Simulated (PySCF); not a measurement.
C4H12O3Si, singlet, at a GFN2-xTB geometry; DF-HF/6-31G** (PySCF).

The PySCF input:
```python
from pyscf import gto, scf

mol = gto.M(
    atom='''
C    -2.351200   -1.276742   -0.346431
O    -1.499053   -0.171473   -0.464038
Si    0.000320    0.003483    0.136743
C     0.004785    0.052126    2.046433
O     0.609654    1.364572   -0.508094
C     0.076563    2.658524   -0.452345
O     0.886091   -1.229137   -0.442674
C     2.271942   -1.411141   -0.353817
H    -1.836377   -2.192979   -0.637966
H    -2.704837   -1.380188    0.682198
H    -3.202708   -1.109507   -1.006855
H    -0.722912    0.762195    2.430162
H     0.976311    0.343143    2.436863
H    -0.236240   -0.918406    2.471831
H    -0.968744    2.658371   -0.763566
H     0.659356    3.285626   -1.127836
H     0.144734    3.057631    0.562497
H     2.800228   -0.518704   -0.691453
H     2.536044   -2.255737   -0.991076
H     2.564595   -1.628515    0.676203
''',
    basis='6-31g**',
    charge=0,
    spin=0,
    verbose=4,
)

mf = scf.RHF(mol)
mf = mf.density_fit(auxbasis='def2-universal-jkfit')
mf.kernel()
```

Q: Predict the main parts of the log of this PySCF run.

A: 
```
PySCF version 2.14.0

[INPUT] verbose = 4
[INPUT] num. atoms = 20
[INPUT] num. electrons = 74
[INPUT] charge = 0
[INPUT] spin (= nelec alpha-beta = 2S) = 0
[INPUT] symmetry False subgroup None
[INPUT] Mole.unit = angstrom
[INPUT] Symbol           X                Y                Z      unit          X                Y                Z       unit  Magmom
[...]
nuclear repulsion = 521.604729548532
number of shells = 86
number of NR pGTOs = 324
number of NR cGTOs = 176
basis = 6-31g**
ecp = {}

******** <class 'pyscf.df.df_jk.DFRHF'> ********
method = DFRHF
initial guess = minao
damping factor = 0
level_shift factor = 0
DIIS = <class 'pyscf.scf.diis.CDIIS'>
diis_start_cycle = 1
diis_space = 8
diis_damp = 0
SCF conv_tol = 1e-09
SCF conv_tol_grad = None
SCF max_cycles = 50
direct_scf = False
Set gradient conv threshold to 3.16228e-05
Initial guess from minao.
******** <class 'pyscf.df.df.DF'> ********
auxbasis = def2-universal-jkfit
init E= -673.280646998407
[...]
cycle= 1 E= -671.941108414967  delta_E= 1.34  |g|= 0.838  |ddm|= 3.77
[...]
cycle= 2 E= -672.061502131988  delta_E= -0.12  |g|= 0.458  |ddm|= 0.842
[...]
cycle= 3 E= -672.100926145993  delta_E= -0.0394  |g|= 0.0723  |ddm|= 0.333
[...]
cycle= 4 E= -672.102389003583  delta_E= -0.00146  |g|= 0.0122  |ddm|= 0.0822
[...]
cycle= 5 E= -672.102436265647  delta_E= -4.73e-05  |g|= 0.00282  |ddm|= 0.0156
[...]
cycle= 6 E= -672.102439490435  delta_E= -3.22e-06  |g|= 0.000632  |ddm|= 0.00509
[...]
cycle= 7 E= -672.102439706174  delta_E= -2.16e-07  |g|= 0.000173  |ddm|= 0.00139
[...]
cycle= 8 E= -672.102439722544  delta_E= -1.64e-08  |g|= 3.73e-05  |ddm|= 0.000433
[...]
cycle= 9 E= -672.102439723485  delta_E= -9.41e-10  |g|= 8.09e-06  |ddm|= 0.000103
[...]
Extra cycle  E= -672.102439723524  delta_E= -3.93e-11  |g|= 3.47e-06  |ddm|= 1.52e-05
converged SCF energy = -672.102439723524
```
